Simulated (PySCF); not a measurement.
An equivalent PySCF input for Mn⁺ (manganese, charge +1), [Ar] 3d5 4s1, high-spin 7S determinant, with the non-relativistic Hamiltonian (point nucleus):

```python
from pyscf import gto, scf, dft, mp, cc
import basis_set_exchange as bse
mol = gto.M(atom="Mn 0 0 0", charge=1, spin=6, symmetry="D2h",
            basis=gto.basis.parse(bse.get_basis("aug-cc-pVDZ", elements=["Mn"], fmt="nwchem", header=False)))
mf = dft.UKS(mol, xc="B3LYP")
mf.irrep_nelec = {'Ag': (6, 3), 'B1g': (1, 0), 'B2g': (1, 0), 'B3g': (1, 0), 'B1u': (2, 2), 'B2u': (2, 2), 'B3u': (2, 2)}
mf.kernel()
```

It reaches the same state as the run whose output follows, with an energy that differs only through the grid. The run itself started from symmetry-adapted Hartree-Fock orbitals and held the occupation by maximum overlap, on a logarithmic radial grid, so the iterations belong to that start.

```
SCF conv_tol = 1e-09
number electrons alpha = 15  beta = 9
XC functionals = B3LYP
    P. J. Stephens, F. J. Devlin, C. F. Chabalowski, and M. J. Frisch.,  J. Phys. Chem. 98, 11623 (1994)
cycle= 1 E= -1150.74959198969  delta_E= -0.00369  |g|= 0.0475  |ddm|= 0.451
cycle= 2 E= -1150.74957073835  delta_E= 2.13e-05  |g|= 0.0477  |ddm|= 0.382
cycle= 3 E= -1150.75029499372  delta_E= -0.000724  |g|= 0.000731  |ddm|= 0.188
cycle= 4 E= -1150.75029521724  delta_E= -2.24e-07  |g|= 8.24e-06  |ddm|= 0.00442
cycle= 5 E= -1150.75029521729  delta_E= -4.84e-11  |g|= 6.18e-07  |ddm|= 0.000108
converged SCF energy = -1150.75029521729  <S^2> = 12.000382  2S+1 = 7.0001092
```
